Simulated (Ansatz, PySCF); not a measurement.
Process, species as SMILES: FCF [difluoromethane] + C (CH4) → 2 CF (CH3F) [fluoromethane]
Structures are relaxed separately at B3LYP-D3(BJ)/def2-TZVP in Ansatz (an electronic-structure program). Frequencies are from Ansatz or PySCF.

Property: bond separation energy (enthalpy at 298 K, with B3LYP-D3(BJ) rigid-rotor harmonic-oscillator terms), in eV. Cores are frozen in the correlated levels unless marked. No spin-orbit coupling. Non-relativistic. Basis-set limits of correlation are two-point, X^-3; Hartree-Fock from the larger set.

```tsv
level	program	bond separation energy (eV)
BLYP-D4/def2-TZVPD	Ansatz + dftd4	0.51
revPBE/def2-TZVPD	Ansatz	(withheld)
BP86/def2-TZVPD	PySCF	0.54
B3LYP-D3(BJ)/def2-TZVPD	Ansatz + dftd3	0.51
PBE0-D4/def2-TZVPD	Ansatz + dftd4	(withheld)
PBE0/def2-QZVPP	Ansatz	0.57
TPSSh/def2-TZVPD	PySCF	0.51
r2SCANh-D4/def2-TZVPD	Ansatz + dftd4	(withheld)
wB97X-V/def2-TZVPD	Ansatz	0.54
SCS-MP2/aug-cc-pVDZ	Ansatz	0.48
CCSD(T)/CBS(cc-pVTZ,cc-pVQZ)	Ansatz	0.57
```

### Question
Fill in the missing entries.

### Answer

- revPBE/def2-TZVPD, bond separation energy (eV): 0.53
- PBE0-D4/def2-TZVPD, bond separation energy (eV): 0.56
- r2SCANh-D4/def2-TZVPD, bond separation energy (eV): 0.60
